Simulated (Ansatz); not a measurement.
`F[SiH]1CC1=S` + H₂ → `S=C1C[SiH2]1` + H–F at 600 K and 1 bar (hydrogenolysis of the Si–F bond).

Calculated with Ansatz (gas phase, PBE0-D4/def2-TZVP geometries, no zero-point term in ΔE). CCSD(T)/CBS is the MP2 limit (def2-TZVPP, def2-QZVPP) plus CCSD(T) − MP2 in def2-TZVPP, frozen cores. This one scheme is used for every species.

```tsv
species	CCSD(T)/CBS energy (Eh)	H − E (kJ/mol)	S (J/(mol·K))
`F[SiH]1CC1=S`	-864.53568	166.3	406.4
H₂	-1.17544	43.9	150.8
`S=C1C[SiH2]1`	-765.27777	174.8	381.8
H–F	-100.39570	42.3	194.0
```

H − E and S are ideal-gas, rigid-rotor, harmonic terms from PBE0-D4/def2-TZVP, for one conformer and one mirror image of each species. The MP2-based limit puts H₂ 0.8 mEh under its directly extrapolated value; such offsets cancel only in part. 1 Eh = 2625.50 kJ/mol, R = 8.31446 J/(mol·K).

**Question.** By hand: ΔE, ΔH, ΔS and ΔG.

**Answer.** ΔE = (-765.27777) + (-100.39570) − (-864.53568) − (-1.17544) = 0.03765 Eh = 98.9 kJ/mol. Δ(H − E) = 174.8 + 42.3 − 166.3 − 43.9 = 6.9, so ΔH = 105.8 kJ/mol. ΔS = 381.8 + 194.0 − 406.4 − 150.8 = 18.6 J/(mol·K). ΔG = 105.8 − 600 × (18.6)/1000 = 94.6 kJ/mol.

**Question.** By hand: the equilibrium constant, and the temperature at which ΔG would vanish if ΔH and ΔS stayed fixed.

**Answer.** log₁₀ K = −ΔG/(RT ln 10) = -8.2. ΔG = 0 at ΔH/ΔS = 5688 K, far beyond where these terms or the molecules hold.

ΔH outweighs TΔS. A doubt of 5 kJ/mol in ΔE shifts log₁₀ K by 0.4 here. Other conformers and mirror images would add mixing entropy, several J/(mol·K) or more a flexible species. These are equilibria of isolated gas molecules and say nothing of rates. Largest T1 diagnostic: 0.017 (customary marks: 0.02 for closed shells, 0.045 for open ones).
